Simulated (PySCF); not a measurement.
CH₇ClFNSi₂, SMILES N(C)[SiH2][Si@H](Cl)F.

Geometry: PBE-D3(BJ)/def2-SVP. The structure was generated by enumeration; whether it is a known compound was not checked. Other conformers were not sampled.

Calculation: PBE-D3(BJ)/def2-SVP (PySCF 2.14.0).

Frequencies are harmonic and unscaled.

| mode | ν (cm⁻¹) | IR (km/mol) | moving atoms (share of kinetic energy) |
|---|---|---|---|
| 1 | 29 | 0.6 | Si 26 %, H 22 %, F 20 %, Cl 12 %, C 12 % |
| 2 | 42 | 0.6 | C 32 %, H 24 %, Cl 19 %, F 9 %, N 9 % |
| 3 | 85 | 0.8 | H 33 %, N 31 %, Si 11 %, C 9 %, Cl 8 %, F 8 % |
| 4 | 121 | 3.7 | H 48 %, Si 19 %, Cl 18 %, N 11 % |
| 5 | 157 | 3.6 | H 52 %, Si 31 %, Cl 9 % |
| 6 | 186 | 3.8 | F 53 %, Si 21 %, N 9 % |
| 7 | 244 | 7.5 | F 40 %, Si 31 %, Cl 19 % |
| 8 | 265 | 8.5 | H 29 %, C 25 %, N 25 %, Si 14 % |
| 9 | 411 | 61.5 | Si 44 %, H 39 %, Cl 9 % |
| 10 | 437 | 33.9 | H 73 %, Si 14 % |
| 11 | 501 | 14.3 | H 62 %, Si 34 % |
| 12 | 551 | 73.1 | Si 55 %, Cl 34 %, H 10 % |
| 13 | 667 | 21.3 | H 80 %, Si 11 % |
| 14 | 739 | 325.4 | H 77 %, Si 15 % |
| 15 | 763 | 62.0 | H 40 %, N 32 %, Si 20 % |
| 16 | 784 | 39.6 | H 85 %, F 9 % |
| 17 | 816 | 79.9 | H 66 %, Si 19 %, F 14 % |
| 18 | 880 | 68.0 | Si 42 %, F 36 %, H 22 % |
| 19 | 924 | 93.1 | H 94 % |
| 20 | 1063 | 17.4 | H 81 %, C 12 % |
| 21 | 1098 | 0.9 | H 76 %, C 19 % |
| 22 | 1130 | 124.3 | N 46 %, C 36 %, H 16 % |
| 23 | 1351 | 36.0 | H 70 %, N 20 %, C 9 % |
| 24 | 1396 | 12.8 | H 88 %, C 12 % |
| 25 | 1415 | 12.9 | H 95 % |
| 26 | 1445 | 5.8 | H 96 % |
| 27 | 2082 | 162.3 | H 97 % |
| 28 | 2157 | 98.1 | H 97 % |
| 29 | 2163 | 90.4 | H 97 % |
| 30 | 2911 | 106.0 | H 96 % |
| 31 | 2993 | 30.7 | H 92 %, C 8 % |
| 32 | 3044 | 14.1 | H 91 %, C 9 % |
| 33 | 3509 | 15.6 | H 93 % |
